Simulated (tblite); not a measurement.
Compound: C6H11NO2Si.
Atom-mapped SMILES: `[CH3:1][CH2:2][O:3][CH2:4][c:5]1[cH:6][n:7][o:8][c:9]1[SiH3:10]` (hydrogens: H11, H12, H13 on C1; H14, H15 on C2; H16, H17 on C4; H18 on C6; H19, H20, H21 on Si10)

Geometry (GFN2-xTB, Å), atoms numbered from 1 in this order:
```xyz
21
C6H11NO2Si angstrom
C      2.521    1.536    0.037
C      2.111    0.076   -0.043
O      0.715    0.003   -0.228
C      0.219   -1.309   -0.329
C     -1.264   -1.221   -0.313
C     -2.252   -2.156   -0.688
N     -3.445   -1.659   -0.504
O     -3.284   -0.407   -0.016
C     -1.981   -0.129    0.106
Si    -1.381    1.528    0.751
H      2.258    2.046   -0.886
H      2.001    2.020    0.858
H      3.593    1.611    0.194
H      2.622   -0.419   -0.884
H      2.393   -0.453    0.882
H      0.574   -1.920    0.522
H      0.576   -1.791   -1.254
H     -2.131   -3.148   -1.074
H     -0.749    2.282   -0.325
H     -2.592    2.225    1.198
H     -0.514    1.301    1.906
```

Computed values, GFN2-xTB/tblite, gas phase, harmonic and unscaled. Against measured fundamentals such values can be off by several per cent, at times by over 20. Modes of hydrogen on silicon can be 10 to 20 % off. One conformer, not necessarily the lowest.

Harmonic wavenumbers (cm⁻¹): 34.2, 69.0, 86.7, 118.9, 154.8, 174.0, 214.8, 249.1, 271.9, 289.0, 329.1, 437.3, 512.1, 540.9, 565.7, 628.8, 644.6, 742.9, 763.4, 800.1, 814.8, 840.4, 856.6, 925.8, 930.1, 994.1, 994.7, 1067.2, 1101.6, 1116.5, 1134.0, 1144.6, 1151.7, 1195.9, 1197.5, 1254.6, 1305.7, 1349.0, 1400.7, 1414.3, 1456.1, 1471.9, 1479.1, 1492.2, 1496.1, 1589.0, 2242.0, 2267.2, 2313.0, 2801.3, 2836.5, 2852.3, 2872.1, 3047.6, 3055.1, 3059.9, 3179.9.

A = 2097, B = 745.5, C = 563.3 MHz; mass 157.056 u (most abundant isotopes); point group C1, symmetry number 1.

Problem. What is the zero-point energy?

Solution. Half the sum of the wavenumbers: 34664 cm⁻¹ = 99.11 kcal/mol.

Problem. Give the ideal-gas entropy at 400 K and 1 bar in the rigid-rotor, harmonic-oscillator model (classical rotation).

Solution. Translation 42.55, rotation 31.16, vibration 47.44: S = 121.1 cal/(mol K).

Problem. And Cp and H(400 K) − H(0)?

Solution. Cp = 55.16 cal/(mol K), of which vibrations give 47.22 (their classical limit is 57 R = 113.3); H(400 K) − H(0) = 12.88 kcal/mol without the zero-point energy, 9.70 from vibrations.

Problem. Blend soft modes into free rotors: weight 1/[1 + (100 cm⁻¹/ν̃)⁴] for the oscillator and the rest for a rotor with moment μB/(μ + B), μ = h/(8π²ν), B = 10⁻⁴⁴ kg m². What vibrational entropy results?

Solution. 43.51 cal/(mol K) in place of 47.44, which changes −T·S at 400 K by +1.57 kcal/mol.

Problem. Which modes carry the vibrational entropy at 400 K?

Solution. 34.2 cm⁻¹: 6.15; 69.0 cm⁻¹: 4.76; 86.7 cm⁻¹: 4.31; 118.9 cm⁻¹: 3.69; 154.8 cm⁻¹: 3.18; 174.0 cm⁻¹: 2.95 cal/(mol K); the other 51 give 22.40 together.

Hindered rotation and anharmonicity are outside this model. Other conformers, if any are populated, would add a mixing term that is left out. The structure is chiral; the term R ln 2 for an equal mix with its mirror image is left out.
